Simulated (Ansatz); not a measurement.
Basis sets compared for SeBr2. Charge 0, multiplicity 1. Geometry PBE-D4/def2-TZVP. Ansatz on 4 threads of Intel Xeon on a shared host; times are rough, and most runs start from earlier orbitals.

Cartesian coordinates in Å:
```
Se -0.357 0.884 -0.117
Br 0.280 -0.643 -1.764
Br 0.078 -0.241 1.881
```

Binding counts from free atoms (Se triplet, Br doublet) in the same basis, without a counterpoise term.

| level | functions | energy (Eh) | HOMO (eV) | LUMO (eV) | binding per atom (eV) | wall time |
| --- | --- | --- | --- | --- | --- | --- |
| PBE-D4/def2-SVP | 96 | -7547.8410 | -5.58 | -3.90 | 1.78 | 3.1 s |
| PBE0-D4/def2-SVP | 96 | -7548.0861 | -6.88 | -3.16 | 1.60 | 6 s |

**Question.** Estimate the rows for PBE-D4/def2-TZVP (with forces), PBE0-D4/def2-TZVP.

**Answer.** 
```json
{"level": "PBE-D4/def2-TZVP (with forces)", "functions": "144", "energy (Eh)": "-7548.7655", "HOMO (eV)": "-5.73", "LUMO (eV)": "-4.01", "binding per atom (eV)": "1.81", "wall time": "6.6 s"}
{"level": "PBE0-D4/def2-TZVP", "functions": "144", "energy (Eh)": "-7549.0108", "HOMO (eV)": "-6.95", "LUMO (eV)": "-3.20", "binding per atom (eV)": "1.65", "wall time": "12 s"}
```
